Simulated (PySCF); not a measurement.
# What the low excited states add to the polarisability

Species: C₄H₉NSi₂.
SMILES: `[SiH2]1C[Si](C#N)(C1)C`

Method used: TDDFT PBE0/def2-SVPD, vertical, gas phase, core orbitals frozen in the response (PySCF). Geometry: GFN2-xTB; no solvent, vibrations or thermal averaging.

Computed singlets:

```csv
state,E (eV),f
S1,6.19,0.0002
S2,6.76,0.047
S3,6.88,0.017
S4,6.93,0.0014
S5,7.04,0.212
S6,7.25,0.0001
S7,7.29,0.0032
S8,7.30,0.025
```

**Question.** Build the mean polarisability up from these states and compare it with the full response value.

**Answer.** Each state adds f / ΔE² (ΔE in hartree, 27.2114 eV).

```
state  f/ΔE² (au)  running sum (au)  running share of α (%)
   S1        0.00              0.00                     0.0
   S2        0.76              0.77                     0.8
   S3        0.26              1.03                     1.0
   S4        0.02              1.05                     1.0
   S5        3.17              4.21                     4.2
   S6        0.00              4.21                     4.2
   S7        0.04              4.26                     4.3
   S8        0.35              4.61                     4.6
```

The full response gives 100.21 au (14.85 Å³), so 95.6 au comes from the higher roots of the same equations.

**Question.** By how much does the contribution of these states grow at 532 nm?

**Answer.** With ω = 0.0856 hartree each state's term in the mean polarisability goes from f / ΔE² to f / (ΔE² − ω²); the sum over all 8 states goes from 4.61 to 5.18 au, a rise of 0.57 au.

The largest single term belongs to S5, which also has the largest f.

The run took 59 s wall (grids of density and orbitals included) on one thread of an Arm Neoverse V1, shared host, and the process peaked at 0.88 GiB of memory.
